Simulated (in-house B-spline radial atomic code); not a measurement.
Ionisation energies with and without relativity, with size and susceptibility from the Dirac run. Dirac energy differences include first-order Breit, QED and recoil terms. NIST's values go from ground level to ground level; the uncertainty of those that are theory runs from under 0.1 % in few-electron ions to several per cent in heavy many-electron ones. Computed with a B-spline radial code for spherical atoms: non-relativistic Hartree-Fock and Dirac-Hartree-Fock, averages of the configuration (point nuclei without relativity, finite nuclei with it).

| ion | configuration | configuration after | ionisation non-relativistic (eV) | ionisation Dirac Breit and QED (eV) | tabulated value (eV) | tabulated kind | radius at density 0.001 (bohr) | diamagnetic susceptibility (10⁻⁶ cm³/mol) |
| --- | --- | --- | --- | --- | --- | --- | --- | --- |
| V4+ | [Ar] 3d1 | [Ne] 3s2 3p6 | 64.47 | 64.20 | 65.28165 | measured | 2.523 | -8.4929 |
| Cr4+ | [Ar] 3d2 | [Ar] 3d1 | ? | ? | ? | semi-empirical | ? | ? |
| Mn4+ | [Ar] 3d3 | [Ar] 3d2 | 70.27 | 69.93 | 72.41 | semi-empirical | 2.498 | -8.6691 |
| Fe4+ | [Ar] 3d4 | [Ar] 3d3 | 73.07 | 72.71 | 75 | semi-empirical | 2.475 | -8.6804 |
| Co4+ | [Ar] 3d5 | [Ar] 3d4 | 75.83 | 75.43 | 79.5 | semi-empirical | 2.448 | -8.6586 |
| Ni4+ | [Ar] 3d6 | [Ar] 3d5 | ? | ? | ? | semi-empirical | ? | ? |
| Cu4+ | [Ar] 3d7 | [Ar] 3d6 | ? | ? | ? | semi-empirical | ? | ? |
| Zn4+ | [Ar] 3d8 | [Ar] 3d7 | 83.84 | 83.31 | 82.6 | semi-empirical | 2.359 | -8.4729 |
| Ga4+ | [Ar] 3d9 | [Ar] 3d8 | 86.44 | 85.86 | 86.01 | semi-empirical | 2.33 | -8.3872 |
| Ge4+ | [Ar] 3d10 | [Ar] 3d9 | 89.00 | 88.38 | 90.5 | measured | 2.301 | -8.2947 |

Task: Fill in the row of Cr4+.

Result: ionisation non-relativistic (eV): 67.40; ionisation Dirac Breit and QED (eV): 67.10; tabulated value (eV): 69.46; radius at density 0.001 (bohr): 2.516; diamagnetic susceptibility (10⁻⁶ cm³/mol): -8.6125.

Task: Fill in the row of Ni4+.

Result: ionisation non-relativistic (eV): 78.54; ionisation Dirac Breit and QED (eV): 78.10; tabulated value (eV): 76.06; radius at density 0.001 (bohr): 2.419; diamagnetic susceptibility (10⁻⁶ cm³/mol): -8.6128.

Task: Fill in the row of Cu4+.

Result: ionisation non-relativistic (eV): 81.21; ionisation Dirac Breit and QED (eV): 80.72; tabulated value (eV): 79.8; radius at density 0.001 (bohr): 2.389; diamagnetic susceptibility (10⁻⁶ cm³/mol): -8.5494.
